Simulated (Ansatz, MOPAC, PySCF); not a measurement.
Species: CI, net charge 0, doublet state. SMILES: I[C]
Coordinates optimised at B3LYP-D3(BJ)/def2-TZVP (Ansatz, a first-principles code):
```
C
I 1 2.0388
```
Charge 0, spin multiplicity 2.

Quantity: vertical ionisation energy to the singlet, in eV. Conventions: spin-orbit terms left out; PM7 with its own dispersion and hydrogen-bond terms; each state is the SCF solution reached for its charge and spin; six Cartesian d functions in 6-31G* and its kin unless marked 5d; UHF or UKS for open shells; def2 sets with scalar-relativistic core potentials past Kr; LANL2DZ with its own core potentials from Na on; frozen cores in correlated levels (noble-gas shells and the d and f shells of earlier blocks); STO-3G and 3-21G all-electron and non-relativistic. Ab initio and DFT rows: single points at B3LYP-D3(BJ) geometries (Ansatz). Semi-empirical rows: differences of heats of formation at the shared geometry for vertical values. A UHF reference is markedly spin-contaminated in at least one set, which strains HF and MP2.

```csv
level,program,vertical ionisation energy to the singlet (eV)
AM1,MOPAC,9.82
PM3,MOPAC,9.21
PM6,MOPAC,8.76
PM7,MOPAC,8.19
HF/6-31G* with LANL2DZ past Ar,Ansatz,9.21
B3LYP/3-21G,Ansatz,8.64
B3LYP/6-31G* with LANL2DZ past Ar,Ansatz,8.84
M06-2X/6-31G* with LANL2DZ past Ar (5d),PySCF,8.84
MP2/6-31G* with LANL2DZ past Ar,Ansatz,7.99
B3LYP/def2-TZVPD,Ansatz,8.81
PBE0/def2-TZVPD,Ansatz,8.87
wB97X-V/def2-TZVPD,Ansatz,8.93
```

No value to compare with is used here. The 9 habitual levels span 7.99 (MP2/6-31G* with LANL2DZ past Ar) to 9.82 eV (AM1); B3LYP/def2-TZVPD gives 8.81.

The levels are drawn from those run, B3LYP/6-31G* more often than the rest, none by its result; left out are runs that failed, that the program found above a lower state of the same kind, or whose <S^2> lies over 0.5 above the pure value.
